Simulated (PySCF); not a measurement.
These are PBE-D3(BJ)/def2-TZVP // PBE0-D4/def2-SVP run with PySCF values and carry that method's errors. Isolated molecules, 0 K electronic values unless said otherwise. One relaxed conformer stands for a flexible species; it need not be the lowest. Excitations are Tamm–Dancoff values on a coarser integration grid. The basis has no diffuse functions, so Rydberg states are missing or too high.

Reference species (SMILES): `O=C[C@]1([C@@H]2CC[C@H]1CC2)B` (neutral, multiplicity 1).

The S1 oscillator strength comes out as 0.009 and the S1 excitation (TDA) is 3.06 eV. The S1–T1 gap (TDA) is 0.26 eV and the LUMO is -2.81 eV.

After one change: the S1 oscillator strength is nearly the same; the S1 excitation (TDA) rises by 0.34 eV; the S1–T1 gap (TDA) drops by 0.16 eV; the LUMO goes up by 0.36 eV.

Q: Name the change that produced these shifts. The new species is one of these.
(A) `B[C@@H]1[C@H]2CC[C@]1(C=O)CC2`
(B) `B[C@]12CC[C@H](CC1)[C@@H]2C=O`
(C) `B[C@@H]1C[C@H]2CC[C@@H]1[C@H]2C=O`
(D) `B[C@@]12CC[C@@H](C1)[C@@H](C=O)C2`

A: B, `B[C@]12CC[C@H](CC1)[C@@H]2C=O`
